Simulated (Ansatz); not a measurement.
Reaction (substitution at a C–C bond): `CCB(C)[SiH3]` + H–F → `CB([SiH3])CF` + CH₄

Gas-phase electronic energies from Ansatz, PBE0-D4/def2-TZVP geometries. CCSD(T)/CBS is the MP2 limit (def2-TZVPP, def2-QZVPP) plus CCSD(T) − MP2 in def2-TZVPP, frozen cores. This one scheme is used for every species. DFT in def2-TZVPP. B3LYP here is the variant with VWN-RPA as its local correlation; programs differ in this. Each species was taken in one conformer, which may not be the lowest.

Is it downhill or uphill in electronic energy at CCSD(T)/CBS, and by how much? (Best estimate.)

The calculation gave: Uphill: ΔE = +0.42 eV.

What do these levels give: B3LYP, HF/def2-TZVPP, SCS-MP2/def2-TZVPP, CCSD/def2-TZVPP, CCSD(T)/def2-TZVPP, SCS-MP2/def2-QZVPP? (Estimate.)

Ansatz gave: B3LYP 0.14, HF/def2-TZVPP 0.13, SCS-MP2/def2-TZVPP 0.40, CCSD/def2-TZVPP 0.37, CCSD(T)/def2-TZVPP 0.39, SCS-MP2/def2-QZVPP 0.42 eV.

Largest T1 diagnostic among the species: 0.012.

From PBE to PBE0 (25 % exact exchange), in def2-TZVPP and without D4, ΔE moves by +0.06 eV. In def2-TZVPP, CCSD(T) changes the Hartree–Fock value by +0.26 eV (the triples alone add +0.02 eV) and MP2 by +0.37 eV.
